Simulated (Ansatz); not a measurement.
`[CH3][SnH2][SiH2]F` → C• + F• + 7 H• + Si• + Sn•  (atomization)

Gas-phase electronic energies from Ansatz, PBE0-D4/def2-TZVP geometries. CCSD(T)/CBS is the MP2 limit (def2-TZVPP, def2-QZVPP) plus CCSD(T) − MP2 in def2-TZVPP, frozen cores. This one scheme is used for every species, atoms too. Functionals use def2-TZVPP. B3LYP here is the variant with VWN-RPA as its local correlation; programs differ in this. Open shells (•) are unrestricted, without spin–orbit coupling. Spin–orbit coupling would lower the free atoms: a little for C, F, Si; strongly for Sn. Elements past krypton have def2 core potentials. For Sn outer-core shells are correlated without core-valence functions, so the limit isn't a true one: a few kJ/mol of doubt a bond, and 10 to 20 or more in all where bonds break to atoms. Each species was taken in one conformer, which may not be the lowest.

```tsv
level	ΔE (kJ/mol)
PBE0-D4	3445.7
B3LYP-D4	3469.9
B3LYP	3435.8
HF/def2-TZVPP	2606.6
MP2/def2-TZVPP	3410.8
CCSD/def2-TZVPP	3380.8
CCSD(T)/def2-TZVPP	3418.8
MP2/CBS(def2)	3500.4
```

(1) What does CCSD(T)/CBS give? (Estimate.)

Largest T1 diagnostic among the species: 0.012.

Results:

(1) The calculation gave: +3508.4 kJ/mol. The listed levels differ from it by -62.7, -38.5, -72.6, -901.8, -97.6, -127.6, -89.6, -8.0 kJ/mol.

In def2-TZVPP, CCSD(T) changes the Hartree–Fock value by +812.1 kJ/mol (the triples alone add +38.0 kJ/mol) and MP2 by +804.1 kJ/mol; breaking electron pairs costs correlation energy, which Hartree–Fock lacks. From PBE to PBE0 (25 % exact exchange), in def2-TZVPP and without D4, ΔE moves by −25.6 kJ/mol: exact exchange takes away binding that semilocal exchange gives to molecules. The D4 term adds +34.1 kJ/mol with B3LYP and +18.1 kJ/mol with PBE0; it sums over pairs of atoms, weighted by their polarisabilities, and B3LYP, whose exchange is more repulsive, gets the larger term.

For atomizations the MP2-based limit and the directly extrapolated one differ by several kJ/mol either way, and by 10 to 25 for some Ge, Se and Sn compounds, so smaller differences from it don't rank the levels.
